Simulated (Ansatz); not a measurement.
Ansatz (a first-principles code) input:
A basis named .json is the Basis Set Exchange file of that set.

Ansatz 0.2 input:
```yaml
crystal:
  periodic: [false, false, false]
  atoms:
    - {symbol: Cl, position_ang: [-0.00000000, -0.00000000, -1.35630350]}
    - {symbol: Ge, position_ang: [0.00000000, 0.00000000, 0.72053623]}
basis:
  gaussian:
    orbitals: def2-TZVPP
    fitting: {mean_field: def2-universal-jkfit, correlation: def2-TZVPP-RIFIT.json}
total_charge: 1
magnetization: {spin_polarized: false}
correlation: {method: mp2, electrons: outside_noble_gas}
```

Question: Which total energy does the run end on?

Answer: -2534.89202 Eh (RI-MP2/def2-TZVPP). The basis has 90 functions.
